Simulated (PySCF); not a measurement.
## Co¹⁶⁺ (cobalt, charge +16) across methods

[Ne] 3s1, 2S determinant. All numbers are calculated (PySCF 2.14, the spin-free X2C one-electron Hamiltonian (Gaussian nucleus), in an even-tempered Gaussian basis (18 s from 1.2 bohr⁻², ratio 2.5; 11 p from 1.6 bohr⁻², ratio 2.5; 5 d from 6.4 bohr⁻², ratio 2.7; 4 f from 9.6 bohr⁻², ratio 2.7)).

```csv
method,E (hartree),mean ε 2p α (eV),mean ε 2p β (eV),mean ε 3s α (eV),Σ⟨r²⟩ (bohr²),⟨S²⟩
PBE0,-1267.255,-1319.1,-1317.8,-536.35,0.9791,0.750
UHF,-1267.02275,-1357.3,-1355.7,-546.06,0.9800,0.750
M06-2X,-1267.551,-1332.4,-1331.6,-540.49,0.9791,0.750
PBE,-1267.186,-1305.8,-1304.6,-532.90,0.9790,0.750
MN15,-1268.237,-1311.7,-1312.2,-536.90,0.9804,0.750
LDA,-1264.684,-1304.9,-1303.7,-532.71,0.9796,0.750
```

Estimate the same row for r2SCAN.

E (hartree) = -1267.468; mean ε 2p α (eV) = -1311.6; mean ε 2p β (eV) = -1310.5; mean ε 3s α (eV) = -533.37; Σ⟨r²⟩ (bohr²) = 0.9796; ⟨S²⟩ = 0.750.
